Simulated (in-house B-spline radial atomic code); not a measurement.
Configurations of the holmium ion Ho²⁺, with energies counted from [Xe] 4f11. Method: scalar-relativistic (X2C) r2SCAN, spin-polarised, spherical fractional occupations, Fermi nucleus of rms radius 5.2022 fm. Calculated with a B-spline radial code for spherical atoms. Shells without spins written out take the highest spin.

Occupations are held fixed; configurations that lie above the ionisation limit could autoionise.

| configuration | E - E(ref) (eV) | highest orbital | its <r> (bohr) |
| --- | --- | --- | --- |
| [Xe] 4f(5 up, 6 down) | 2.0204 | 4f up | 0.8454 |
| [Xe] 4f(4 up, 6 down) 6s(1 up, 0 down) | 7.0418 | 6s up | 3.238 |
| [Kr] 4d10 4f12 5s2 5p5 | 25.524 | 4f down | 0.8965 |
| [Kr] 4d10 4f11 5s2 5p5 6d1 | 37.044 | 6d up | 5.635 |
| [Kr] 4d9 4f11 5s2 5p6 5d1 | 163.24 | 5d up | 2.262 |
| [Kr] 4d9 4f11 5s2 5p6 6d1 | 173.57 | 6d up | 5.607 |
| [Kr] 4d9 4f11 5s2 5p6 6f1 | 178.06 | 6f up | 10.12 |

Problem. Order these further configurations by energy, lowest first.
A. [Kr] 4d10 4f11 5s2 5p5 6s1
B. [Kr] 4d10 4f11 5s2 5p5 5d1
C. [Kr] 4d10 4f(4 up, 7 down) 5s2 5p(2 up, 3 down) 6p(1 up, 0 down)
D. [Xe] 4f10 6s1
E. [Kr] 4d10 4f(7 up, 5 down) 5s2 5p(2 up, 3 down)

Solution. D (3.5786 eV), E (26.238 eV), A (26.617 eV), B (26.676 eV), C (31.686 eV).

Problem. How far above the reference does [Kr] 4d10 4f11 5s2 5p5 6f1 lie?

Solution. 41.496 eV; its least bound orbital is 6f up with <r> = 10.14 bohr.

Problem. How far above the reference does [Kr] 4d10 4f11 5s2 5p5 6p1 lie?

Solution. 31.501 eV; its least bound orbital is 6p up with <r> = 3.934 bohr.

Problem. How far above the reference does [Kr] 4d(4 up, 5 down) 4f(7 up, 4 down) 5s2 5p6 6d(0 up, 1 down) lie?

Solution. 177.3 eV; its least bound orbital is 6d down with <r> = 5.651 bohr.
